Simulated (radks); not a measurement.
Results of a calculation; reference values are marked as such.
Ionisation of Au2+, [Xe] 4f14 5d9, to Au3+, [Xe] 4f14 5d8, under several functionals. Scalar-relativistic Kohn-Sham, spin-polarised, spherical densities, finite nucleus; open shells are filled with parallel spins first (spin-orbit coupling, left out, can overturn this in heavy ions); a radial shooting solver on a logarithmic mesh with Libxc functionals.

functional                                      E(Au2+) (hartree)  Exc (hartree)  IE (eV)  -e(HOMO) (eV)  <r> HOMO (bohr)  IE error (eV)
OLYP                                                  -19013.2084      -368.5536   33.320         26.970            1.491         +3.320
SOGGA                                                 -19000.6394      -355.7302   33.239         26.907            1.497         +3.239
PW91                                                  -19008.2926      -363.3773   33.405         27.070            1.499         +3.405
LDA (Slater exchange, Perdew-Wang correlation)        -18995.9862      -351.0916   33.680         27.323            1.500         +3.680
exchange-only r2SCAN                                  -19003.8951      -357.4004   32.037         25.814            1.495         +2.037
HCTH/407                                              -19017.3782      -372.9034   33.672         27.324            1.488         +3.672
revPBE                                                -19006.8962      -361.9907   33.224         26.896            1.497         +3.224

NIST Atomic Spectra Database: 30 eV (theoretical). Closest: exchange-only r2SCAN. The Delta-SCF values span 1.64 eV, the total energies 21.39 hartree. The highest occupied level is 5d. Open shells are spherical and high-spin; term and fine-structure splittings are not resolved. Spin-orbit splitting is averaged out at the scalar-relativistic level.
